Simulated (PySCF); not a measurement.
PySCF job for Ge(H)(Cl)2(vinyl) (C2H4Cl2Ge), SMILES C=[CH][GeH]([Cl])[Cl], IEF-PCM-M06-2X/def2-SVP. The structure is a stationary point at PBE0-D3(BJ)/def2-SVP. The values are those of a single conformer.

```python
import numpy as np
from pyscf import gto, scf, dft
from pyscf.solvent import pcm

mol = gto.M(
    atom='''
    Ge    0.12417779   -0.31525611   -0.38093585
    Cl    0.43152404    1.81695153   -0.50385077
    Cl    1.30604891   -1.06506892    1.26089548
    C    -1.73515579   -0.63193748   -0.00686786
    C    -2.62330155    0.35839841    0.09918680
    H     0.69036505   -0.94408791   -1.65755498
    H    -2.04363215   -1.67510003    0.13092917
    H    -3.67796302    0.16022810    0.31810734
    H    -2.33045552    1.40638577   -0.02520807
    ''',
    basis='def2-SVP',
    charge=0,
    spin=0,
    max_memory=1600,
    verbose=3,
)
mf = dft.RKS(mol, xc='m06-2x').density_fit(auxbasis='def2-universal-jkfit')
mf.grids.level = 4
mf.conv_tol = 1e-9
mf.max_cycle = 100
mf.kernel()
res = {}
for name, eps in {'water': 78.355, 'chloroform': 4.7113, 'ethylethanoate': 5.9867}.items():
    s = mf.PCM()
    s.with_solvent.method, s.with_solvent.eps, s.with_solvent.lebedev_order = 'IEF-PCM', eps, 29
    s.kernel(mf.make_rdm1())
    res[name] = (s.e_tot, eps, s.dip_moment(), s.mo_energy, s.converged)
    print(f'{name}: electrostatic solvation free energy {(s.e_tot - mf.e_tot) * 627.509474:.3f} kcal/mol')
```

Output:

```
converged SCF energy = -3075.42159390726

WARN: PCM is an experimental feature. It is still in testing.
Features and APIs may be changed in the future.

converged SCF energy = -3075.42669219157
Dipole moment(X, Y, Z, Debye): -2.78793, -1.36123, -1.44283
water: electrostatic solvation free energy -3.199 kcal/mol

WARN: PCM is an experimental feature. It is still in testing.
Features and APIs may be changed in the future.

converged SCF energy = -3075.42519363151
Dipole moment(X, Y, Z, Debye): -2.64469, -1.24158, -1.32042
chloroform: electrostatic solvation free energy -2.259 kcal/mol

WARN: PCM is an experimental feature. It is still in testing.
Features and APIs may be changed in the future.

converged SCF energy = -3075.42550076852
Dipole moment(X, Y, Z, Debye): -2.67495, -1.26490, -1.34452
ethylethanoate: electrostatic solvation free energy -2.452 kcal/mol
```

The run converged.
